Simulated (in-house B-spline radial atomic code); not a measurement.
A fraction x of an electron is moved 4d → 4f in Sb, starting from [Kr] 4d10 5s2 5p3 and keeping the highest spin. Method: scalar-relativistic (X2C) PBEsol, spin-polarised, spherical fractional occupations, Fermi nucleus of rms radius 4.6802 fm. Calculated with a radial B-spline atomic code at the basis-set limit.

```
    x  E(x) - E(0) (eV)  4d down level (eV)  4f up level (eV)
    0            0.0000             -33.008                 -
 0.25            8.6246             -36.213            -0.194
0.375                 ?                   ?                 ?
  0.5                 ?                   ?                 ?
0.625           22.9936             -40.959            -0.349
 0.75           28.1650             -42.522            -0.391
0.875           33.5258             -44.067            -0.428
    1           39.0740             -45.594            -0.463
```

Q: What belongs in the row x = 0.375?

A: An energy change of 13.2228 eV; 4d down at -37.806 eV, 4f up at -0.253 eV.

Q: What belongs in the row x = 0.5?

A: An energy change of 18.0126 eV; 4d down at -39.388 eV, 4f up at -0.303 eV.

Q: Check Janak's theorem between x = 0.625 and 0.75.

A: The slope of the energy is 41.37 eV; the orbital levels give 41.37 eV (ε of the receiving orbital less ε of the emptying one, averaged over the two points).
